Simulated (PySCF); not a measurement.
## Dipole response of Pt (platinum, neutral)

[Xe] 4f14 5d9 6s1, high-spin 3D determinant. Computed with PySCF 2.14 in aug-cc-pVTZ-PP with ECP60MDF (6s6p5d3f2g, 88 functions), with a scalar-relativistic core potential. Coupled (time-dependent) response in atomic units; α is the mean over directions.

```json
{"method": "B97-3", "mean α (bohr³)": "40.03", "α xx, yy, zz": "39.90, 39.90, 40.29", "C₆ (like pair)": "380.1", "S(−4)": "715.2"}
```

S(−4) is the Cauchy moment in α(ω) = α(0) + S(−4) ω² + …

Reference α: 48 ± 4 bohr³ (recommended; Schwerdtfeger and Nagle, table of static dipole polarizabilities (2023 update)). Published C₆: 470.0 (Gould and Bucko (2016)).

Spin-orbit coupling is absent.

α(iu) at B97-3:

| u (hartree) | α(iu) (bohr³) |
| --- | --- |
| 0 | 40.03 |
| 0.0500 | 38.35 |
| 0.100 | 34.31 |
| 0.200 | 25.50 |
| 0.300 | 19.31 |
| 0.500 | 12.66 |
| 0.750 | 8.623 |
| 1.00 | 6.353 |
| 1.50 | 3.914 |
| 2.00 | 2.668 |
| 3.00 | 1.466 |
| 5.00 | 0.6287 |

A single London oscillator, α(iu) = α/(1 + u²/ω²), gives C₆ = (3/4) ω α². Matching the computed C₆ needs ω = 4 × 380.1 / (3 × 40.03²) = 0.316 hartree.

The components differ because the open shell of this determinant is not spherical; for a pure term their mean is the scalar polarisability.

Energies and moments cover only the electrons outside the core potential. Spin-orbit coupling, absent here, splits the open shell strongly.
